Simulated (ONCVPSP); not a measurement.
## Transferability test, ONCV potential for Sc (Z = 21)

```
Element                 : Sc (Z = 21)
Generator               : ONCVPSP 4.0.1
Type                    : optimised norm-conserving Vanderbilt (ONCV)
Functional              : LDA (Perdew-Wang 92)
Relativity              : scalar-relativistic
Frozen core             : [Ne]
Valence charge          : 11
Reference configuration : 3s2 3p6 3d1 4s1 4p1
Partial waves           : 3s+4s: rc 1.85 bohr, ncon 4, nbas 9, qcut 6 1/bohr, 2 projectors; 3p+4p: rc 1.70 bohr, ncon 3, nbas 6, qcut 9.2 1/bohr, 2 projectors; 3d: rc 1.70 bohr, ncon 4, nbas 8, qcut 9.9 1/bohr, 2 projectors, debl 2.9 Ha; f scattering state at 0.35 Ha: rc 1.40 bohr, ncon 4, nbas 7, qcut 6.9 1/bohr, 2 projectors, debl 2.7 Ha
Local potential         : polynomial inside 0.90 bohr (lpopt 3, dvloc0 2 Ha)
Core correction         : Teter function, fcfact 3.75, rcfact 1.8
```

Energies are relative to the spin-unpolarised reference configuration 3s2 3p6 3d1 4s1 4p1; without spin polarisation the order of configurations can differ from experiment.

Task: Give the all-electron excitation energy and the error of the potential for: 3s2 3p6 3d1 4s2 4p0; 3s2 3p6 3d1 4s1 4p0; 3s2 3p6 3d1 4s0 4p0; 3s2 3p6 3d1 4s1.5 4p0.

Result:

| valence configuration | charge | ΔE all-electron (eV) | error AE − PS (meV) |
| --- | --- | --- | --- |
| 3s2 3p6 3d1 4s2 4p0 | 0 | -2.839 | -0.1 |
| 3s2 3p6 3d1 4s1 4p0 | +1 | 4.222 | -0.2 |
| 3s2 3p6 3d1 4s0 4p0 | +2 | 17.177 | -1.7 |
| 3s2 3p6 3d1 4s1.5 4p0 | +0.5 | -0.018 | -0.1 |

Levels in the configuration 3s2 3p6 3d1 4s1.5 4p0:

```csv
level,all-electron (eV),pseudo (eV)
3s,-58.068,-58.060
3p,-36.920,-36.917
3d,-6.662,-6.662
4s,-7.031,-7.030
```
